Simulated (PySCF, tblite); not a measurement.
Isomers of [C9H11FP]+ (charge +1), one GFN2-xTB conformer each. Single-point energies are computed at PBE0/pcSseg-1 (PySCF, gas phase, no added dispersion term), electronic only.

```
                 SMILES  GFN2-xTB relative energy (kJ/mol)
  Fc1ccc([PH+]2CCC2)cc1                                0.0
C=C(C)[PH2+]c1cccc(F)c1                               48.1
```

Conformers: `[F:1][c:2]1[cH:3][cH:4][c:5]([PH+:6]2[CH2:7][CH2:8][CH2:9]2)[cH:10][cH:11]1` (charge +1) with C4–C5–P6–C7 125°, C5–P6–C7–C8 135°, P6–C7–C8–C9 -17°, C7–C8–C9–P6 17°, C5–P6–C9–C8 -136°; `[CH2:1]=[C:2]([CH3:3])[PH2+:4][c:5]1[cH:6][cH:7][cH:8][c:9]([F:10])[cH:11]1` (charge +1) with C1–C2–P4–C5 6°, C2–P4–C5–C6 -101°.

Question: What does PBE0/pcSseg-1 give for the same structures?

Answer: 
```json
{"SMILES": "Fc1ccc([PH+]2CCC2)cc1", "PBE0/pcSseg-1 E (Eh)": "-789.80306", "PBE0/pcSseg-1 (kJ/mol)": "0.0", "GFN2-xTB (kJ/mol)": "0.0", "point group": "near Cs"}
{"SMILES": "C=C(C)[PH2+]c1cccc(F)c1", "PBE0/pcSseg-1 E (Eh)": "-789.78450", "PBE0/pcSseg-1 (kJ/mol)": "48.7", "GFN2-xTB (kJ/mol)": "48.1", "point group": "C1"}
```

Both levels put the same isomer lowest. As drawn, the lower has a four-membered ring, which the higher lacks.

Question: Which frontier levels and rotational constants go with these structures?

Answer: 
| SMILES | HOMO (eV, PBE0/pcSseg-1) | LUMO (eV) | A, B, C (MHz) |
| --- | --- | --- | --- |
| Fc1ccc([PH+]2CCC2)cc1 | -11.54 | -5.61 | 3104, 451.3, 423.9 |
| C=C(C)[PH2+]c1cccc(F)c1 | -11.44 | -5.57 | 1954, 505.6, 460.1 |

Question: What happens when harmonic zero-point energies from GFN2-xTB frequencies are added?

Answer: 
```tsv
SMILES	ZPE (kJ/mol)	electronic (kJ/mol)	with ZPE (kJ/mol)
Fc1ccc([PH+]2CCC2)cc1	448.4	0.0	0.0
C=C(C)[PH2+]c1cccc(F)c1	437.5	48.7	37.9
```

The zero-point energies span 10.9 kJ/mol. The order is unchanged.
